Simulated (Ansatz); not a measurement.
Consider the formal loss of a carbene: `[SnH3][CH2][SnH3]` → `[CH2]` (triplet) + `[SnH3][SnH3]`.

Isolated molecules relaxed with PBE0-D4/def2-TZVP in Ansatz; ΔE leaves out vibrations. CBS: MP2 limit from def2 TZ/QZ plus the TZ coupled-cluster correction, frozen cores. This one scheme is used for every species. DFT in def2-TZVPP. Triplets are unrestricted, without spin–orbit coupling. Elements past krypton have def2 core potentials. For Sn outer-core shells are correlated without core-valence functions, which leaves a few kJ/mol of doubt a bond.

Q: Is it downhill or uphill in electronic energy at CCSD(T)/CBS, and by how much? (Best estimate.)

A: Computed: Uphill: ΔE = +91.3 kcal/mol.

Q: What do these levels give: r2SCAN-D4, ωB97M-V, BLYP, r2SCAN, MP2/def2-TZVPP, SCS-MP2/def2-TZVPP? (Estimate.)

A: Computed: r2SCAN-D4 83.4, ωB97M-V 90.4, BLYP 82.9, r2SCAN 82.9, MP2/def2-TZVPP 93.4, SCS-MP2/def2-TZVPP 93.3 kcal/mol.

Largest T1 diagnostic among the species: 0.013.

At CCSD(T), def2-SVP lies −8.5 kcal/mol from the extrapolated value and def2-TZVPP −1.6 kcal/mol. From BLYP to BHLYP (50 % exact exchange), in def2-TZVPP and without D4, ΔE moves by −1.6 kcal/mol.
